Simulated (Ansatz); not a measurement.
Program: Ansatz. Geometries: PBE0-D4/def2-TZVP. ΔE: electronic, gas phase. CCSD(T)/CBS adds triple-zeta CCSD(T) − MP2 to the extrapolated MP2 energy (def2 sets, frozen cores). Functionals use def2-TZVPP. Elements past krypton have def2 core potentials. For Sn, W outer-core shells are correlated without core-valence functions, which leaves a few kJ/mol of doubt a bond.

`[F][W]([F])([F])(=[S])[Cl]` + `[Cl][Sn][Cl]` → `[F][W]([F])(=[S])([Cl])[Cl]` + `[F][Sn][Cl]`  (redistribution)

CCSD(T)/CBS gives +0.41 eV.

Task: Another level gave +0.49 eV. Which?
A. SCS-MP2/def2-TZVPP
B. BHLYP/def2-TZVPP
C. PBE0-D4/def2-TZVPP
D. B2PLYP/def2-TZVPP

Result: C. PBE0-D4 0.49, SCS-MP2/def2-TZVPP 0.36, BHLYP 0.56, B2PLYP 0.44 eV.

Task: What do rigid-rotor, harmonic-oscillator terms from PBE0-D4/def2-TZVP frequencies (298.15 K, 1 bar) make of the CCSD(T)/CBS value? (Best estimate.)

Result: The calculation gave: ΔZPE = -0.01 eV, ΔH = +0.41 eV, ΔS = 6 J/(mol·K), ΔG = +0.39 eV.

Largest T1 diagnostic among the species: 0.021, so the coupled-cluster value is less sure than usual.

From BLYP to BHLYP (50 % exact exchange), in def2-TZVPP and without D4, ΔE moves by +0.06 eV. In def2-TZVPP, CCSD(T) changes the Hartree–Fock value by −0.21 eV (the triples alone add −0.05 eV) and MP2 by −0.37 eV. At CCSD(T), def2-SVP lies +0.14 eV from the extrapolated value and def2-TZVPP +0.04 eV.
